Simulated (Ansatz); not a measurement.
Isolated molecules relaxed with PBE0-D4/def2-TZVP in Ansatz; ΔE leaves out vibrations. CBS: MP2 limit from def2 TZ/QZ plus the TZ coupled-cluster correction, frozen cores. DFT in def2-TZVPP. HSE06 is defined as in plane-wave codes. For Ge outer-core shells are correlated without core-valence functions, which leaves a few kJ/mol of doubt a bond. Scalar relativity is left out up to krypton. One conformer a species, not always the lowest.

Reaction (redistribution): `FC(F)(F)OB(Cl)Cl` + `C[N](C)[GeH3]` → `CN(C)B(Cl)Cl` + `FC(F)(F)[O][GeH3]`

`FC(F)(F)OB(Cl)Cl`:

Z-matrix (Å, degrees):
```
C
F 1 1.321
F 1 1.328 2 108.5
F 1 1.328 2 108.5 3 117.7
O 1 1.357 2 107.9 3 -121.2
B 5 1.364 1 127.0 2 -180.0
Cl 6 1.739 5 123.5 1 -0.0
Cl 6 1.738 5 115.9 1 -180.0
```

`C[N](C)[GeH3]`:

Z-matrix (Å, degrees):
```
C
N 1 1.443
H 1 1.104 2 113.6
H 1 1.097 2 109.9 3 -120.1
H 1 1.093 2 110.5 3 121.5
C 2 1.443 1 112.5 3 61.1
Ge 2 1.840 1 116.7 3 -77.9
H 6 1.093 2 110.5 1 177.5
H 6 1.097 2 109.9 1 59.0
H 6 1.104 2 113.6 1 -61.1
H 7 1.536 2 107.0 1 -171.4
H 7 1.550 2 112.8 1 68.6
H 7 1.536 2 107.0 1 -51.4
```

`CN(C)B(Cl)Cl`:

Z-matrix (Å, degrees):
```
C
N 1 1.448
H 1 1.095 2 110.2
H 1 1.087 2 110.8 3 120.5
H 1 1.095 2 110.2 3 -119.0
C 2 1.447 1 112.4 3 59.5
B 2 1.388 1 123.8 3 -120.5
H 6 1.095 2 110.2 1 59.4
H 6 1.086 2 110.8 1 179.9
H 6 1.095 2 110.2 1 -59.6
Cl 7 1.769 2 121.7 1 180.0
Cl 7 1.769 2 121.7 1 -0.0
```

`FC(F)(F)[O][GeH3]`:

Z-matrix (Å, degrees):
```
C
F 1 1.351
F 1 1.345 2 106.0
F 1 1.329 2 107.5 3 114.7
O 1 1.319 2 112.6 3 -123.6
Ge 5 1.819 1 122.0 2 45.7
H 6 1.530 5 107.1 1 -79.4
H 6 1.530 5 107.7 1 42.2
H 6 1.527 5 101.7 1 161.8
```

Task: Is it downhill or uphill in electronic energy at CCSD(T)/CBS, and by how much? (An estimate is asked.)

Result: The calculation gave: Downhill: ΔE = -75.8 kJ/mol.

Task: What do these levels give: HSE06-D4, ωB97M-V, PBE0, RPA@PBE/def2-TZVPP, CCSD/def2-SVP, HF/def2-QZVPP? (An estimate is asked.)

Result: Ansatz gave: HSE06-D4 -75.7, ωB97M-V -76.3, PBE0 -76.2, RPA@PBE/def2-TZVPP -72.1, CCSD/def2-SVP -70.0, HF/def2-QZVPP -73.6 kJ/mol.

Largest T1 diagnostic among the species: 0.012.

At CCSD(T), def2-SVP lies +6.6 kJ/mol from the extrapolated value and def2-TZVPP +1.3 kJ/mol. Leaving LDA and LC-ωPBE aside and taking each functional with its dispersion term where it has one, the values, not all of them listed here, spread over 8.3 kJ/mol, from CAM-B3LYP-D4 to B97M-V.
